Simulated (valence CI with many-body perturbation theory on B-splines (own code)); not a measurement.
Assign the levels of Mn XX

Computed by relativistic CI+MBPT: four valence electrons over a frozen Dirac-Fock core [He], radial functions for each j: 11 s, 11 p, 10 d, 8 f, 5 g, 2 h, with the one-electron correlation potential Σ1 (screened to all orders), the two-electron term Σ2, the three-electron term Σ3, Breit, model QED; selected single and double excitations, second order for the rest, scaled by the run's own slope (own B-spline code, finite nucleus).

No measured spectrum was set against this ion. As an estimate, levels of excited configurations hold to 0.05 to 0.15 % of their energy, terms of the ground configuration to about 0.5 %. Among the levels kept, up to 1000 cm⁻¹ of a level comes from second order outside the variational space, and about a tenth of that is noise between levels of different J, which matters for small intervals.

```tsv
No.	J	Parity	E (eV)	g
2	1	even	7.40	1.498
3	2	even	12.25	1.396
4	2	even	26.35	1.098
6	2	odd	54.92	1.984
7	2	odd	89.62	1.218
8	1	odd	89.68	0.618
9	3	odd	92.12	1.330
11	1	odd	106.28	1.403
12	2	odd	107.99	1.427
13	1	odd	127.23	1.833
14	2	odd	130.12	1.027
15	1	odd	145.48	1.134
16	2	even	191.70	1.452
17	1	even	201.36	1.498
```

Energies count from the lowest level. Strongly mixed levels and levels close to another of their J and parity, and those with J = 0 are left out, so the numbers can have gaps.

(1) Give configuration and LS term of each level.

Results:

(1) 2: 2s²2p² ³P; 3: 2s²2p² ³P; 4: 2s²2p² ¹D; 6: 2s2p³ ⁵S°; 7: 2s2p³ ³D°; 8: 2s2p³ ³D°; 9: 2s2p³ ³D°; 11: 2s2p³ ³P°; 12: 2s2p³ ³P°; 13: 2s2p³ ³S°; 14: 2s2p³ ¹D°; 15: 2s2p³ ¹P°; 16: 2p⁴ ³P; 17: 2p⁴ ³P.
